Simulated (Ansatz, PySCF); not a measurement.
Reaction (SMILES): [CH3][Ge]([Br])([Br])[Br] → [CH3] (CH3) + [Br][Ge]([Br])[Br] (the C-Ge bond at the site shown breaks; other sites are not compared here)
Geometries: B3LYP-D3(BJ)/def2-TZVP minima from Ansatz (a program for electronic structure). Frequencies are from Ansatz or PySCF.

Wanted: bond dissociation energy (0 K, with B3LYP-D3(BJ) harmonic zero-point energies), in eV. Cores are frozen in the correlated levels unless marked. Open shells are spin-unrestricted. Spin-orbit coupling is left out. Frozen are the shells of the preceding noble gas and the d and f shells that filled before the atom's block. No relativistic terms. Basis-set limits of correlation are two-point, X^-3; Hartree-Fock from the larger set.

| level | program | bond dissociation energy (eV) |
|---|---|---|
| HF/aug-cc-pVDZ | Ansatz | 2.27 |
| HF/cc-pVDZ | Ansatz | 2.26 |
| revPBE/def2-TZVPD | Ansatz | 2.73 |
| r2SCAN-D4/def2-TZVPD | Ansatz + dftd4 | 2.99 |
| B97M-V/def2-TZVPD | Ansatz | 3.18 |
| PBE0/def2-SVP | Ansatz | 3.15 |
| BHLYP-D4/def2-TZVPD | Ansatz + dftd4 | 3.07 |

Problem. Predict the CCSD(T)/CBS(cc-pVTZ,cc-pVQZ) result (Ansatz).

Solution. 3.36 eV
